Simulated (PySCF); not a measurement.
**Computed properties of FHMgS, SMILES [Mg]([F])[SH]**

Mg(F)(SH) (FHMgS), SMILES [Mg]([SH])[F]. Geometry optimised at B3LYP-D3(BJ)/def2-TZVP. The values are those of a single conformer. All values are computed for the isolated molecule unless a solvent is named; none is compared with measurement here.

**Structure.** The optimised structure has Cs symmetry. All 6 harmonic modes at B3LYP-D3(BJ)/def2-TZVP (PySCF) are real, so it is a minimum. With heavy atoms numbered as in [Mg:1]([F:2])[SH:3], the shortest bond between them is Mg1–F2 at 1.755 Å and the longest Mg1–S3 at 2.284 Å.

**Vibrations.** The strongest infrared lines (harmonic, unscaled, degenerate partners summed) lie at 766 cm⁻¹ (133 km/mol, Mg 55 %, F 43 %), 121 cm⁻¹ (72 km/mol, Mg 62 %, F 27 %), 132 cm⁻¹ (71 km/mol, Mg 65 %, F 26 %, S 9 %). The softest mode is at 121 cm⁻¹ and the zero-point energy is 6.6 kcal/mol.

**Electronic structure.** PBE0/def2-TZVPD (PySCF) places the frontier levels at -7.43 and -1.64 eV, a gap of 5.79 eV, and gives a dipole moment of 0.89 D and a mean polarisability of 44.6 bohr³. PBE/def2-TZVPD (PySCF) at the same geometry gives -6.26 and -2.36 eV, so its gap is 1.89 eV narrower. An orbital gap is neither the optical nor the fundamental gap.

**Excitations.** TDDFT-ωB97X/def2-TZVPD (PySCF) has S1 at 4.94 eV (251 nm, f = 0.065, bright); the most intense of the 10 singlets computed lies at 6.18 eV (f = 0.14). T1 (TDA) is at 4.79 eV. No vertical singlet excitation falls in the visible range (under 3.1 eV).

**NMR.** GIAO shifts at PBE0/pcSseg-2 (PySCF) (non-relativistic, atoms alike by connectivity averaged): ¹H at -1.1 ppm against TMS; ¹⁹F at -239.4 ppm against CFCl3.
